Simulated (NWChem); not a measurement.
Species: TiNH2OF; SMILES [F][Ti](=[NH])[OH]

```xyz
6

Ti    -0.0211    -0.0247     0.2049
N     -1.6353     0.2714    -0.1480
H     -2.6046     0.2185    -0.4866
F      0.5899    -1.6737    -0.1574
O      1.0548     1.4024    -0.1367
H      0.7683     2.2680    -0.4762
```
Atoms are numbered in this order, from 1.

Program: NWChem. Pople sets run with spherical d functions. Structure relaxed at the PBE-D3(BJ)/def2-SVP level.

Question: Estimate the computed values for LC-BLYP (range parameter 0.33 per bohr)/6-31G*. Quantities: highest occupied level (eV); orbital gap (eV); dipole (D).

Answer: 
```yaml
highest occupied level (eV): -9.45
orbital gap (eV): 8.95
dipole (D): 2.31
```
